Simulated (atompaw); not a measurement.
**Reading a pseudo-wave (carbon)**

Columns: radius, all-electron u(r) and pseudo u(r) of the 2p shell (level -5.29 eV) of carbon in the configuration [He] 2s2 2p2; PBE, non-relativistic, PAW (atompaw) scheme, atompaw 4.2.0.5.

| r (bohr) | all-electron | pseudo |
| --- | --- | --- |
| 0.087 | 0.0371 | 0.0061 |
| 0.173 | 0.1161 | 0.0238 |
| 0.260 | 0.2105 | 0.0529 |
| 0.346 | 0.3036 | 0.0915 |
| 0.433 | 0.3904 | 0.1388 |
| 0.519 | 0.4656 | 0.1920 |
| 0.606 | 0.5301 | 0.2501 |
| 0.692 | 0.5830 | 0.3096 |
| 0.779 | 0.6262 | 0.3697 |
| 0.865 | 0.6590 | 0.4269 |
| 0.952 | 0.6829 | 0.4806 |
| 1.038 | 0.6983 | 0.5281 |
| 1.125 | 0.7067 | 0.5690 |
| 1.212 | 0.7089 | 0.6021 |
| 1.298 | 0.7060 | 0.6265 |
| 1.385 | 0.6988 | 0.6428 |
| 1.471 | 0.6883 | 0.6511 |
| 1.558 | 0.6748 | 0.6521 |
| 1.644 | 0.6593 | 0.6467 |
| 1.731 | 0.6420 | 0.6360 |
| 1.817 | 0.6236 | 0.6213 |
| 1.904 | 0.6040 | 0.6036 |
| 1.990 | 0.5841 | 0.5842 |
| 2.077 | 0.5636 | 0.5637 |
| 2.163 | 0.5432 | 0.5432 |
| 2.250 | 0.5225 | 0.5225 |

How many radial nodes do the two functions have?

The all-electron 2p function has n − l − 1 = 0; the pseudo-wave has 0.

Is the pseudo-wave norm-conserving?

No, it belongs to a PAW set: the norm inside the radius is not constrained, and the difference is carried by the augmentation charge.
